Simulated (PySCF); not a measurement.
BH₂O₂, SMILES [B](O)O (connectivity only; charge and spin as stated), charge +1, multiplicity 1.

Geometry optimised at B3LYP-D3(BJ)/def2-TZVP. The spin state was assumed, not searched. The isomer is the one that the SMILES or the coordinates give; other isomers of the formula were not compared. One conformer was computed; it need not be the lowest.

Two levels are set side by side: TDDFT-PBE/def2-SVPD (PySCF) and TDDFT-PBE0/def2-SVPD (PySCF). Vertical, same geometry. The lowest singlet is HOMO−1→LUMO 60 %, HOMO→LUMO+1 32 % with PBE and HOMO−1→LUMO+2 36 %, HOMO→LUMO+1 34 %, HOMO−1→LUMO 29 % with the other functional; states are paired by order. Differences are taken from unrounded values.

```json
[
 {"quantity": "lowest singlet excitation (eV)", "TDDFT-PBE0": "9.84", "TDDFT-PBE": "9.28", "TDDFT-PBE minus TDDFT-PBE0": "-0.56"},
 {"quantity": "lowest triplet excitation (TDA) (eV)", "TDDFT-PBE0": "9.06", "TDDFT-PBE": "8.59", "TDDFT-PBE minus TDDFT-PBE0": "-0.47"},
 {"quantity": "first bright state (f over 0.05) (eV)", "TDDFT-PBE0": "11.82", "TDDFT-PBE": "11.02", "TDDFT-PBE minus TDDFT-PBE0": "-0.80"},
 {"quantity": "its oscillator strength", "TDDFT-PBE0": "0.13", "TDDFT-PBE": "0.07", "TDDFT-PBE minus TDDFT-PBE0": "-0.07"}
]
```

A lower first singlet is the usual sign of a functional without exact exchange. Differences between two approximate levels are no errors against the true value.

Rough cost on one machine, each run with all the roots and properties that it gave: TDDFT-PBE0 against TDDFT-PBE about 3 times.
